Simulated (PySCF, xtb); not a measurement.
Cl2H3OSiTi, SMILES [O]([Ti+]([Cl])[Cl])[SiH3], charge +1, multiplicity 1. One conformer was computed; it need not be the lowest.

Harmonic wavenumbers (cm⁻¹) from GFN2-xTB run with xtb at its own minimum, in rising order: 34, 78, 93, 153, 185, 207, 397, 439, 492, 552, 578, 690, 709, 751, 854, 1928, 2199, 2223.

Task: What does PBE0-D3(BJ)/def2-SVP (PySCF) give at its own minimum? (An estimate is asked for; the answer gives what the named calculation found.)

Result: 21, 48, 64, 125, 211, 233, 427, 522, 555, 673, 677, 888, 922, 925, 1070, 2290, 2323, 2323. Paired by order, the mean absolute difference is 107 cm⁻¹ and the zero-point energies are 18.0 and 20.4 kcal/mol.
